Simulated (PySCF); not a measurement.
SnCl2, SMILES [Cl][Sn][Cl] (connectivity only; charge and spin as stated), neutral, multiplicity 1.

Coordinates come from a PBE0-D3(BJ)/def2-TZVP optimisation. The isomer is the one that the SMILES or the coordinates give; other isomers of the formula were not compared. The def2 effective core potentials stand for the cores of Sn; spin–orbit coupling is left out.

All values below come from TDDFT-PBE/def2-SVPD in PySCF.

Vertical excitations. Isolated molecule, no solvent. State labels are in the subgroup C2v.

```csv
state,symmetry,energy (eV),λ (nm),f,main pairs
S1,B1,3.60,345,0.016,HOMO→LUMO 95 %
S2,A2,3.65,340,0.000,HOMO−1→LUMO 100 %
S3,B2,4.33,286,0.027,HOMO−2→LUMO 94 %
S4,B1,4.65,267,0.016,HOMO−4→LUMO 95 %
S5,A1,4.88,254,0.011,HOMO−3→LUMO 93 %
S6,A2,5.45,227,0.000,HOMO−5→LUMO 100 %
S7,A1,5.86,211,0.038,"HOMO−1→LUMO+1 54 %, HOMO→LUMO+2 43 %"
S8,B2,5.94,209,0.036,"HOMO→LUMO+1 51 %, HOMO−1→LUMO+2 46 %"
S9,A1,6.05,205,0.138,"HOMO→LUMO+2 45 %, HOMO−1→LUMO+1 44 %"
S10,B1,6.22,199,0.009,HOMO−2→LUMO+1 99 %
T1,B1,2.84,436,0,HOMO→LUMO 98 %
T2,A2,3.54,350,0,HOMO−1→LUMO 100 %
T3,B2,3.76,330,0,HOMO−2→LUMO 100 %
T4,A1,4.13,300,0,HOMO−3→LUMO 100 %
```
Triplets are in the Tamm–Dancoff approximation, which puts them higher than full response would, so one can lie above its singlet here.
